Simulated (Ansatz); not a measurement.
Equilibrium of SiH2Br2 + C2H5Br ⇌ SiH3Br + C2H4Br2 at process temperatures

Gas-phase species: SiH2Br2 (dibromosilane) `Br[SiH2]Br`, singlet; C2H5Br `CCBr`, singlet; SiH3Br `[SiH3]Br`, singlet; C2H4Br2 (1,1-dibromoethane) `CC(Br)Br`, singlet. The partners trade Br for H: Si–Br and C–H bonds give way to Si–H and C–Br.

The electronic reaction energy at CCSD(T)/def2-TZVPP is +148.8 kJ/mol. Shapes: PBE0-D4/def2-TZVP. Programs: Ansatz 0.2.0. Enthalpy and entropy come from rigid-rotor, harmonic-oscillator sums on unscaled PBE0-D4/def2-TZVP wavenumbers, ideal gases at 1 bar. Symmetry numbers: SiH2Br2 2, C2H5Br 1, SiH3Br 3, C2H4Br2 1. R = 8.3145 J/(mol K).

| T (K) | ΔH (kJ/mol) | ΔS (J/(mol K)) |
| --- | --- | --- |
| 800 | +141.6 | -4.2 |
| 1100 | ? | ? |
| 1400 | +143.5 | -2.3 |

Q: Work out ln K at 800 and 1400 K, and from these estimate it at 1100 K.

A: 
1. 800 K: ΔG = +141.6 − 800 × (-4.2)/1000 = +145.0 kJ/mol; ln K = −ΔG/RT = -21.80.
2. 1400 K: ΔG = +143.5 − 1400 × (-2.3)/1000 = +146.7 kJ/mol; ln K = −ΔG/RT = -12.60.
3. Slope against 1000/T: (-12.60 − (-21.80))/(0.7143 − 1.2500) = -17.17, that is −ΔH/R with ΔH near +143 kJ/mol.
4. 1100 K: ln K = -21.80 + (-17.17) × (0.9091 − 1.2500) = -15.95.

The full sums give ΔH = +142.6 kJ/mol, ΔS = -3.1 J/(mol K), ΔG = +146.0 kJ/mol and ln K = -15.96 at 1100 K, so the line is off by +0.01 in ln K; without rounding the miss is +0.01, from the change of ΔH with temperature. The reactants are favoured over this whole range. An error of 10 kJ/mol in the energy moves ln K by 1.1 at 1100 K. Soft modes are treated as harmonic, which can err either way at these temperatures; the lowest are those of SiH2Br2 (119 cm⁻¹), C2H5Br (260 cm⁻¹), C2H4Br2 (170 cm⁻¹). Other reactions of these species are left aside. Relativity is left out for Br. Outer-core shells of Br are correlated, in sets that cover them unevenly.
